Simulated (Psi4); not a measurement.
H2Cl2Si, charge +1, doublet, at a GFN2-xTB geometry (a state made from the parent by changing its charge; the spin is typed, not shown lowest); Psi4 with R2SCAN/cc-pVDZ.

Input for Psi4:
```
memory 2 GB

molecule mol {
1 2
Si   -0.025752   -0.649818    0.028474
Cl    1.719951    0.296960    0.031048
Cl   -1.691219    0.428031   -0.062817
H    -0.093101   -1.563016    1.200824
H    -0.034800   -1.664367   -1.059403
}

set {
  basis cc-pvdz
  reference uks
  scf_type pk
  puream true
  d_convergence 1e-8
  dft_radial_points 99
  dft_spherical_points 590
}

energy('r2scan')
print_variables()
```

It wrote (shortened):

```
   => Loading Basis Set <=

    Name: CC-PVDZ
    Role: ORBITAL
    Keyword: BASIS

         ---------------------------------------------------------
                                   SCF
               by Justin Turney, Rob Parrish, Andy Simmonett
                          and Daniel G. A. Smith
                              UKS Reference
         ---------------------------------------------------------

  ==> Geometry <==

    Molecular point group: c1
    Full point group: C1

    Geometry (in Angstrom), charge = 1, multiplicity = 2:

       Center              X                  Y                   Z               Mass
    ------------   -----------------  -----------------  -----------------  -----------------
         SI          -0.027306698242    -0.689040901956     0.030193026980    27.976926534650
         CL           1.718396301758     0.257737098044     0.032767026980    34.968852682000
         CL          -1.692773698242     0.388808098044    -0.061097973020    34.968852682000
         H           -0.094655698242    -1.602238901956     1.202543026980     1.007825032230
         H           -0.036354698242    -1.703589901956    -1.057683973020     1.007825032230

  Running in c1 symmetry.

  Rotational constants: A =      0.58593  B =      0.08164  C =      0.07326 [cm^-1]
  Rotational constants: A =  17565.59162  B =   2447.52415  C =   2196.39860 [MHz]
  Nuclear repulsion =  194.446075548712059

  Charge       = 1
  Multiplicity = 2
  Electrons    = 49
  Nalpha       = 25
  Nbeta        = 24

  ==> Algorithm <==

  SCF Algorithm Type is PK.
  DIIS enabled.
  MOM disabled.
  Fractional occupation disabled.
  Guess Type is SAD.
  Energy threshold   = 1.00e-06
  Density threshold  = 1.00e-08
  Integral threshold = 1.00e-12

  ==> Primary Basis <==

  Basis Set: CC-PVDZ
    Blend: CC-PVDZ
    Number of shells: 30
    Number of basis functions: 64
    Number of Cartesian functions: 67
    Spherical Harmonics?: true
    Max angular momentum: 2

  ==> DFT Potential <==

   => LibXC <=

    Version 7.1.2
    S. Lehtola, C. Steigemann, M. J. T. Oliveira, and M. A. L. Marques,  SoftwareX 7, 1–5 (2018) (10.1016/j.softx.2017.11.002)

   => Composite Functional: R2SCAN <=

    r2SCAN Meta-GGA XC Functional  (0.1021/acs.jpclett.0c02405)
    J. W. Furness, A. D. Kaplan, J. Ning, J. P. Perdew, J. Sun  J. Phys. Chem. Lett.  11, 8208–8215, 2020

    Deriv               =              1
    GGA                 =           TRUE
    Meta                =           TRUE

    Exchange Hybrid     =          FALSE
    MP2 Hybrid          =          FALSE

   => Exchange Functionals <=

    1.0000   XC_MGGA_X_R2SCAN

   => Correlation Functionals <=

    1.0000   XC_MGGA_C_R2SCAN

   => LibXC Density Thresholds  <==

    XC_MGGA_C_R2SCAN:  1.00E-15
    XC_MGGA_X_R2SCAN:  1.00E-11

   => Molecular Quadrature <=

    Radial Scheme          =       TREUTLER
    Pruning Scheme         =           NONE
    Nuclear Scheme         =       TREUTLER

    Blocking Scheme        =         OCTREE
    BS radius alpha        =              1
    Pruning alpha          =              1
    Radial Points          =             99
    Spherical Points       =            590
    Total Points           =         273976
    Total Blocks           =           2068
    Max Points             =            256
    Max Functions          =             64
    Weights Tolerance      =       1.00E-15

  ==> Integral Setup <==

  Using in-core PK algorithm.
   Calculation information:
      Number of atoms:                   5
      Number of AO shells:              30
      Number of primitives:            160
      Number of atomic orbitals:        67
      Number of basis functions:        64

      Integral cutoff                 1.00e-12
      Number of threads:                 1

  Performing in-core PK
  Using 4328480 doubles for integral storage.
  We computed 106204 shell quartets total.
  Whereas there are 108345 unique shell quartets.

[...]
   -------------------------
     A         64      64
   -------------------------
    Total      64      64
   -------------------------

  ==> Iterations <==

                        Total Energy        Delta E     RMS |[F,P]|

   @UKS iter SAD: -1211.10805713699733   -1.21111e+03   0.00000e+00
   @UKS iter   1: -1210.67634444886312    4.31713e-01   2.19969e-03 ADIIS/DIIS
   @UKS iter   2: -1210.65897892200474    1.73655e-02   3.15295e-03 ADIIS/DIIS
   @UKS iter   3: -1210.69216125099319   -3.31823e-02   9.13756e-04 ADIIS/DIIS
   @UKS iter   4: -1210.69437132926350   -2.21008e-03   2.11190e-04 ADIIS/DIIS
   @UKS iter   5: -1210.69452709935877   -1.55770e-04   6.96207e-05 DIIS
   @UKS iter   6: -1210.69454902619259   -2.19268e-05   3.30909e-05 DIIS
   @UKS iter   7: -1210.69455360661368   -4.58042e-06   8.91623e-06 DIIS
   @UKS iter   8: -1210.69455381381636   -2.07203e-07   2.73263e-06 DIIS
   @UKS iter   9: -1210.69455369670777    1.17109e-07   6.22500e-06 DIIS
   @UKS iter  10: -1210.69455384168782   -1.44980e-07   3.20719e-07 DIIS
   @UKS iter  11: -1210.69455384210096   -4.13138e-10   5.99784e-08 DIIS
   @UKS iter  12: -1210.69455384211324   -1.22782e-11   1.71181e-08 DIIS
   @UKS iter  13: -1210.69455384211324    0.00000e+00   3.90267e-09 DIIS
  Energy and wave function converged.

  ==> Post-Iterations <==

   Electrons on quadrature grid:
      Nalpha   =   24.9999998612 ; deviation = -1.388e-07
      Nbeta    =   23.9999998646 ; deviation = -1.354e-07
      Ntotal   =   48.9999997258 ; deviation = -2.742e-07

   @Spin Contamination Metric:   7.959557811E-03
   @S^2 Expected:                7.500000000E-01
   @S^2 Observed:                7.579595578E-01
   @S   Expected:                5.000000000E-01
   @S   Observed:                5.000000000E-01

    Orbital Energies [Eh]
    ---------------------

    Alpha Occupied:

[...]
      25A     -0.548843

    Alpha Virtual:

[...]
    Beta Occupied:

[...]
    Beta Virtual:

[...]
      64A      1.783068

    Final Occupation by Irrep:
              A
    DOCC [    24 ]
    SOCC [     1 ]
    NA   [    25 ]
    NB   [    24 ]

  @UKS Final Energy: -1210.69455384211324

   => Energetics <=

    Nuclear Repulsion Energy =            194.4460755487120593
    One-Electron Energy =               -2047.9606753345829020
    Two-Electron Energy =                 720.6331211251015247
    DFT Exchange-Correlation Energy =     -77.8130751813440469
    Empirical Dispersion Energy =           0.0000000000000000
    VV10 Nonlocal Energy =                  0.0000000000000000
    Total Energy =                      -1210.6945538421132369

  UHF NO Occupations:
  HONO-2 :   23  A 1.9983865
  HONO-1 :   24  A 1.9979769
  HONO-0 :   25  A 1.0000000
  LUNO+0 :   26  A 0.0020231
  LUNO+1 :   27  A 0.0016135
  LUNO+2 :   28  A 0.0001206
  LUNO+3 :   29  A 0.0000671

Computation Completed

Properties will be evaluated at   0.000000,   0.000000,   0.000000 [a0]

Properties computed using the SCF density matrix

 Multipole Moments:

 ------------------------------------------------------------------------------------
     Multipole            Electronic (a.u.)      Nuclear  (a.u.)        Total (a.u.)
 ------------------------------------------------------------------------------------

 L = 1.  Multiply by 2.5417464519 to convert [e a0] to [Debye]
 Dipole X            :          0.1066695           -0.1468693           -0.0401998
 Dipole Y            :          2.6916334           -3.7060045           -1.0143710
 Dipole Z            :         -0.1179451            0.1623943            0.0444492
 Magnitude           :                                                    1.0161399

 ------------------------------------------------------------------------------------

  Variable Map:
  ----------------------------------------------------------------------------
[...]
  Array Variable Map:
  ----------------------------------------------------------------------------
[...]
[...]
```
